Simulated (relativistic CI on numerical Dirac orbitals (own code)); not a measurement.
## Pb V: calculation against measurement

Calculated at this level of theory: Dirac-Coulomb-Breit CI, KLI orbitals optimised for each configuration, a model potential for QED, valence Slater integrals scaled by 0.85, configuration energies shifted to the measured levels that pair with them (semi-empirical) (own radial code, finite nucleus).

CI space (outside the closed core [Xe] 4f14): 5d¹⁰, 5d⁹6s, 5d⁹6p, 5d⁹7s, 5d⁹8s, 5d⁹5f, 5d⁸6s², 5d⁹6d, 5d⁸5f², 5d⁸6s6p, 5d⁹7p, 5d⁹7d, 5d⁹6f, 5d⁹5g, 5d⁹7f, 5d⁹6g, 5d⁸6p², 5d⁸6s6d, 5d⁸5f6s, 5d⁸6p6d, 5d⁸5f6p. Levels of other configurations are missing.

| Configuration | Term (tabulated) | J | Measured (cm⁻¹) | Computed | Error | Purity (%) |
| --- | --- | --- | --- | --- | --- | --- |
| 5d¹⁰ | 1S | 0 | 0.0 | 0 | 0 | 99 |
| 5d⁹6s | 3D | 1 | 132711.0 | 132821 | 110 | 99 |
| 5d⁹6s | 1D | 2 | 135997.0 | 135887 | -110 | 56 |
| 5d⁹6p | ³P° (computed) | 2 | 194803.0 | 196588 | 1785 | 65 |
| 5d⁹6p | ³F° (computed) | 3 | 197131.0 | 198627 | 1496 | 49 |
| 5d⁹6p | ³F° (computed) | 2 | 217069.0 | 217680 | 611 | 83 |
| 5d⁹6p | ³P° (computed) | 1 | 219488.0 | 219962 | 474 | 64 |
| 5d⁹6p | ³F° (computed) | 4 | 221069.0 | 220733 | -336 | 99 |
| 5d⁹6p | ¹D° (computed) | 2 | 223909.0 | 224040 | 131 | 65 |
| 5d⁹6p | ³D° (computed) | 3 | 226511.0 | 226376 | -135 | 73 |
| 5d⁹6p | ¹P° (computed) | 1 | 227835.0 | 227704 | -131 | 87 |
| 5d⁹6p | ³P° (computed) | 0 | 237660.0 | 238455 | 795 | 99 |
| 5d⁹6p | ³F° (computed) | 3 | 244661.0 | 243475 | -1186 | 49 |
| 5d⁹6p | ³D° (computed) | 1 | 245277.0 | 244323 | -954 | 56 |
| 5d⁹6p | ³D° (computed) | 2 | 247595.0 | 246688 | -907 | 57 |
| 5d⁹7s | 3D | 3 | 338440.0 | 338824 | 384 | 99 |
| 5d⁹7s | 3D | 1 | 360496.0 | 360112 | -384 | 99 |
| 5d⁹8s | 3D | 3 | 452624.0 | 453916 | 1292 | 98 |
| 5d⁹8s | 3D | 1 | 476582.0 | 475290 | -1292 | 95 |

Measured levels from Moore, Atomic Energy Levels, vol. III, NSRDS-NBS 35 (1971 reprint of NBS Circular 467, 1958); pairs were made by configuration, J and term (by order where the table uses no LS term), so strongly mixed levels may be paired wrongly. The analysis dates from before 1960.

Mean error by configuration (cm⁻¹): 5d⁹6s 0; 5d⁹6p 137; 5d⁹7s 0; 5d⁹8s 0. Over the excited levels the mean absolute error is 695 cm⁻¹ (18 of the 21 excited levels that our extract of the source holds in range could be paired, and the others can miss by more), and the median relative error of those above 1,000 cm⁻¹ is 0.24 %, both after the shifts were fitted to these levels, so that a configuration with one level shows no error.

Configurations whose levels could be paired with our table of measured levels were shifted onto them, all but the ground configuration, by the median error of their levels; single terms can still be off by 1,000 to 2,000 cm⁻¹ or more, and rates follow the energies as ν³ (E1, M1) or ν⁵ (E2). The others borrow a shift and can be off by several thousand cm⁻¹ or more. Levels and lines within the n = 5 or 6 shells can be off by up to 10 % or somewhat more, and those that change n by about 2 %, since core polarisation is missing. 18 of the 21 excited levels that our extract of the measured tables holds in this range could be paired (the sources list more); they are missed by 695 cm⁻¹ on average and 1785 at most, after the shifts were fitted to these levels, and levels without a partner can miss by more. Levels that differ in their count of f electrons can be misplaced by several ten thousand cm⁻¹, since the correlation energy of f electrons is missing or only estimated; rates across such gaps can be off by orders of magnitude.

Shifts applied (cm⁻¹): 5d¹⁰ 0; 5d⁹6s -9998; 5d⁹6p -10931; 5d⁹7s -8223; 5d⁹8s 22300.
